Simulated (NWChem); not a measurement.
System: C3H5O3 cation; SMILES O1C(OCC1)=[OH+]

```xyz
11

O     -0.0767    -1.9888    -0.0368
C     -0.0217    -0.7215    -0.0205
O     -1.0980    -0.0414    -0.0748
C     -0.7540     1.3719    -0.1121
C      0.7665     1.3569     0.1113
O      1.0782    -0.0671     0.0477
H      0.7994    -2.4119     0.0255
H     -1.3235     1.8712     0.6811
H     -1.0632     1.7533    -1.0940
H      1.3464     1.8569    -0.6738
H      1.0835     1.7122     1.1004
```
Atoms are numbered in this order, from 1.

Computed with NWChem. Pople sets run with spherical d functions. Geometry: optimised at PBE0/def2-SVP. Vzz is the largest principal value of the second derivative of the potential at the nucleus (NWChem prints the opposite sign); η is the asymmetry. Non-relativistic.

**Question.** Predict the results for PBE0/6-31G*. Quantities: Vzz O6 (a.u.); η O6.

**Answer.** 
```yaml
Vzz O6 (a.u.): 1.485
"η O6": 0.42
```
